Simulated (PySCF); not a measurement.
Cl2HInSe, SMILES [Cl][In]([Cl])[SeH].

Geometry optimised at B3LYP-D3(BJ)/def2-SVP. The structure was generated by enumeration; whether it is a known compound was not checked. The def2 effective core potentials stand for the cores of In; spin–orbit coupling is left out. One conformer was computed; it need not be the lowest.

The numbers are results of B3LYP-D3(BJ)/def2-SVP (PySCF), not measurements.

Frequencies are harmonic and unscaled.

**Question.** Give all harmonic wavenumbers and intensities. (An estimate is asked for; the answer gives what the named calculation found.)

**Answer.** 
```tsv
mode	ν (cm⁻¹)	IR (km/mol)	Raman (Å⁴/amu)	depolarisation	moving atoms (share of kinetic energy)
1	63	3.6	2.7	0.75	Cl 47 %, Se 28 %, In 24 %
2	86	7.8	0.0	–	In 53 %, Cl 39 %, Se 8 %
3	92	8.4	3.6	0.74	Cl 82 %, In 9 %, Se 8 %
4	209	6.5	2.9	0.75	H 98 %
5	233	5.5	19.4	0.14	Se 59 %, In 25 %, Cl 16 %
6	358	41.6	12.2	0.15	Cl 75 %, In 23 %
7	380	54.5	6.9	0.74	Cl 70 %, In 30 %
8	621	0.8	6.1	0.67	H 98 %
9	2405	6.1	139.2	0.31	H 99 %
```
